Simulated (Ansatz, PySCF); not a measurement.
C₅H₁₁Si (SMILES C=[C][Si](C)(C)C), doublet (typed; the unrestricted solution is spin-contaminated), geometry from GFN2-xTB. Base run: MP2/6-31G* in PySCF.

The PySCF input:
```python
from pyscf import gto, scf, mp

mol = gto.Mole()
mol.atom = '''
    C     2.067862    1.748130   -0.404008
    C     0.947449    1.177713   -0.104242
    Si   -0.262677   -0.199730    0.056410
    C    -0.709190   -0.374882    1.901502
    C    -1.805255    0.255560   -0.967228
    C     0.428098   -1.874569   -0.576410
    H     2.243922    2.807397   -0.246571
    H     2.921978    1.225724   -0.834104
    H    -1.431973   -1.170022    2.059887
    H    -1.139332    0.542405    2.290746
    H     0.167906   -0.604750    2.498487
    H    -2.250439    1.181367   -0.617001
    H    -1.556434    0.387550   -2.015661
    H    -2.564458   -0.518659   -0.904698
    H     1.314836   -2.164766   -0.021324
    H    -0.303747   -2.670517   -0.472012
    H     0.701431   -1.811223   -1.625169
'''
mol.basis = '6-31g*'
mol.charge = 0
mol.spin = 1
mol.verbose = 4
mol.build()

mf = scf.UHF(mol)
mf.kernel()

pt = mp.MP2(mf)
pt.kernel()
print('E(MP2) = %.10f' % pt.e_tot)
```

The same geometry, method and basis name were run in Ansatz (an electronic-structure program) and PySCF, at each program's defaults and at the settings that a row names. The base is PySCF at its defaults. Differences at the defaults can come from grids, fitting, cores and function types together.

```
code and settings                                                                       ΔE vs base (mEh)  basis functions      E (Eh)  SCF cycles  SCF-reference dipole (D)
--------------------------------------------------------------------------------------  ----------------  ---------------  ----------  ----------  ------------------------
PySCF, defaults (exact integrals, spherical functions, all electrons correlated)                   0.000              110  -485.32618          16                      0.36
Ansatz, defaults (factorised integrals, Cartesian functions, frozen core)                         12.773              116  -485.31340           -                         -
PySCF, frozen core                                                                                21.014              110  -485.30516          16                      0.36
Ansatz, high accuracy, frozen core, Cartesian functions as the basis file defines them            12.763              116  -485.31341           -                         -
```

Open shells are given as the SCF converged; they aren't shown to be the lowest states, and a large step between rows can be another state.
